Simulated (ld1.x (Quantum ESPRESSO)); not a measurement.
**Varying the PAW potential for Rh**

Base potential:

* Element: rhodium (Rh)
* Generator: ld1.x (Quantum ESPRESSO) 7.5
* Type: PAW
* Functional: PW91
* Relativity: scalar-relativistic
* Frozen core: [Kr]
* Valence charge: 9
* Reference configuration: 4d8 5s1 5p0
* Partial waves: 5s (bound): rcut 2.30, rcutus 2.55 bohr; 5s channel at 2 Ry: rcut 2.30, rcutus 2.55 bohr; 5p (bound, empty): rcut 2.60, rcutus 2.75 bohr; 5p channel at 0.7 Ry: rcut 2.60, rcutus 2.75 bohr; 4d (bound): rcut 1.30, rcutus 1.55 bohr; 4d channel at 1 Ry: rcut 1.30, rcutus 1.55 bohr
* Local potential: all-electron potential smoothed inside 1.65 bohr (lloc = -1)
* Core correction: Bessel-smoothed model core, default radius (core density twice the valence density)
* Augmentation charge: PSQ, inside the norm-conserving radii

Cutoffs, loose and tight: the cutoffs (Ry, on a coarse ladder) from which the occupation-weighted sum of valence levels, in a spherical-Bessel basis at the reference potential, stays within 10 and 1 mRy of its value at 400 Ry. They do not see the model core or the augmentation charge, which bear on the density cutoff. Test errors are all-electron minus pseudo excitation energies from the reference, over the configurations 4d8 5s0 5p0; 4d7 5s0 5p0; 4d6 5s0 5p0; 4d7 5s2 5p0; 4d8 5s0 5p1; 4d8 5s0.5 5p0; 4d9 5s0 5p0. A dash means not determined; rows that change the core or the reference have their own tests. The largest error is taken over the tests solved by every variant that gives reliable tests at all: 4d6 5s0 5p0; 4d7 5s0 5p0; 4d7 5s2 5p0; 4d8 5s0 5p0; 4d8 5s0 5p1; 4d8 5s0.5 5p0.

A true bound ghost makes a file unfit for plane-wave use even where its test errors are small: the radial tests pick states by their node count and pass the ghost by.

```csv
change,outcome,"cutoff, loose","cutoff, tight",bound ghosts,largest test error (meV)
base,generated,45 Ry,80 Ry,s,-367
"wave 4d channel at 1 Ry: rcut 1.30, rcutus 1.55 bohr becomes 4d channel at -0.3 Ry: rcut 1.30, rcutus 1.55 bohr",generated,45 Ry,80 Ry,s,-364
"wave 4d channel at 1 Ry: rcut 1.30, rcutus 1.55 bohr becomes 4d channel at -0.11 Ry: rcut 1.30, rcutus 1.55 bohr",generated,45 Ry,80 Ry,s,-369
"wave 4d channel at 1 Ry: rcut 1.30, rcutus 1.55 bohr becomes 4d channel at 0.28 Ry: rcut 1.30, rcutus 1.55 bohr",generated,45 Ry,80 Ry,s,-371
"wave 4d channel at 1 Ry: rcut 1.30, rcutus 1.55 bohr becomes 4d channel at 2.1 Ry: rcut 1.30, rcutus 1.55 bohr",generated,45 Ry,80 Ry,s,-366
"wave 4d channel at 1 Ry: rcut 1.30, rcutus 1.55 bohr becomes 4d channel at 6.02 Ry: rcut 1.30, rcutus 1.55 bohr",generated,45 Ry,80 Ry,s,-363
```
